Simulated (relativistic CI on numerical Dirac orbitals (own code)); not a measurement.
**Co2+ (3d7) in a crystal field**

Calculated by Dirac-Coulomb-Breit CI, separate exchange-only KLI orbitals for each configuration, a model potential for QED, one configuration in a parametric crystal field, unscaled Slater integrals (own radial code). With so little scaling, terms lie 10 to 35 % too far apart, which can change the order of excited levels.

Field parameters in Wybourne normalisation: Td as Oh with Dq negative (B⁴₀ = 21Dq, B⁴₄ = √(5/14) B⁴₀). The field is a parameter set, without covalency.

S and J are read from ⟨S²⟩ = S(S + 1) and ⟨J²⟩ = J(J + 1) of each level; they are not fictitious spins.

Td, 10Dq = -1450 cm⁻¹, the lowest 16 levels:

| E (cm⁻¹) | Degeneracy | Irrep | S | J |
| --- | --- | --- | --- | --- |
| 0.0 | 4 | Γ8 | 1.50 | 4.13 |
| 1271 | 4 | Γ8 | 1.50 | 4.31 |
| 1474 | 2 | Γ6 | 1.50 | 4.06 |
| 1858 | 4 | Γ8 | 1.50 | 3.26 |
| 1888 | 2 | Γ7 | 1.50 | 3.34 |
| 2325 | 2 | Γ6 | 1.50 | 4.00 |
| 2837 | 4 | Γ8 | 1.50 | 3.22 |
| 3314 | 2 | Γ7 | 1.50 | 2.70 |
| 3517 | 4 | Γ8 | 1.50 | 2.03 |
| 19906 | 4 | Γ8 | 0.51 | 4.49 |
| 19921 | 2 | Γ6 | 0.50 | 4.49 |
| 20471 | 4 | Γ8 | 1.19 | 3.28 |
| 20493 | 2 | Γ7 | 1.50 | 2.50 |
| 20529 | 4 | Γ8 | 0.98 | 3.69 |
| 20736 | 4 | Γ8 | 1.36 | 2.08 |
| 20800 | 2 | Γ6 | 0.53 | 3.50 |

Td, 10Dq = -2600 cm⁻¹, the lowest 10 levels:

```json
{"E (cm⁻¹)": "0.0", "Degeneracy": "4", "Irrep": "Γ8", "S": "1.50", "J": "3.92"}
{"E (cm⁻¹)": "2417", "Degeneracy": "4", "Irrep": "Γ8", "S": "1.50", "J": "4.16"}
{"E (cm⁻¹)": "2585", "Degeneracy": "2", "Irrep": "Γ6", "S": "1.50", "J": "3.86"}
{"E (cm⁻¹)": "2885", "Degeneracy": "4", "Irrep": "Γ8", "S": "1.50", "J": "3.26"}
{"E (cm⁻¹)": "2956", "Degeneracy": "2", "Irrep": "Γ7", "S": "1.50", "J": "3.28"}
{"E (cm⁻¹)": "4181", "Degeneracy": "2", "Irrep": "Γ6", "S": "1.50", "J": "4.18"}
{"E (cm⁻¹)": "4659", "Degeneracy": "4", "Irrep": "Γ8", "S": "1.50", "J": "3.48"}
{"E (cm⁻¹)": "5209", "Degeneracy": "2", "Irrep": "Γ7", "S": "1.50", "J": "2.77"}
{"E (cm⁻¹)": "5349", "Degeneracy": "4", "Irrep": "Γ8", "S": "1.50", "J": "2.27"}
{"E (cm⁻¹)": "20441", "Degeneracy": "4", "Irrep": "Γ8", "S": "0.51", "J": "4.46"}
```

Td, 10Dq = -3750 cm⁻¹, the lowest 10 levels:

```tsv
E (cm⁻¹)	Degeneracy	Irrep	S	J
0.0	4	Γ8	1.50	3.81
3570	4	Γ8	1.50	4.06
3708	2	Γ6	1.50	3.79
3975	4	Γ8	1.50	3.28
4069	2	Γ7	1.50	3.25
6113	2	Γ6	1.50	4.23
6569	4	Γ8	1.50	3.58
7144	2	Γ7	1.50	2.80
7250	4	Γ8	1.50	2.41
20820	4	Γ8	0.50	4.40
```

Td, 10Dq = -4900 cm⁻¹, the lowest 16 levels:

```tsv
E (cm⁻¹)	Degeneracy	Irrep	S	J
0.0	4	Γ8	1.50	3.75
4723	4	Γ8	1.50	3.99
4841	2	Γ6	1.50	3.76
5090	4	Γ8	1.50	3.30
5198	2	Γ7	1.50	3.24
8046	2	Γ6	1.50	4.25
8486	4	Γ8	1.50	3.63
9070	2	Γ7	1.50	2.81
9157	4	Γ8	1.50	2.50
21096	4	Γ8	0.50	4.35
21669	2	Γ6	0.50	4.23
22155	4	Γ8	0.51	3.94
23844	2	Γ6	0.51	3.85
24592	4	Γ8	0.86	3.79
24670	2	Γ7	1.47	2.54
24716	4	Γ8	1.27	3.11
```

Td, 10Dq = -6050 cm⁻¹, the lowest 16 levels:

```csv
E (cm⁻¹),Degeneracy,Irrep,S,J
0.0,4,Γ8,1.50,3.70
5875,4,Γ8,1.50,3.95
5979,2,Γ6,1.50,3.75
6218,4,Γ8,1.50,3.32
6334,2,Γ7,1.50,3.23
9961,2,Γ6,1.50,4.24
10388,4,Γ8,1.50,3.65
10972,2,Γ7,1.50,2.82
11046,4,Γ8,1.50,2.56
21309,4,Γ8,0.50,4.31
22010,2,Γ6,0.50,4.16
22449,4,Γ8,0.51,4.00
24949,2,Γ6,0.51,3.90
25802,4,Γ8,0.55,4.11
26108,2,Γ7,1.17,2.89
26198,4,Γ8,1.47,2.59
```

The free-ion ground term has S = 3/2. Every field shown keeps that spin.

Levels of this model without a field, named by their leading LS term: ⁴F9/2 0, ⁴F7/2 809, ⁴F5/2 1404, ⁴F3/2 1813, ²G9/2 19154, ⁴P5/2 19258, ⁴P3/2 19515, ⁴P1/2 19848 cm⁻¹.
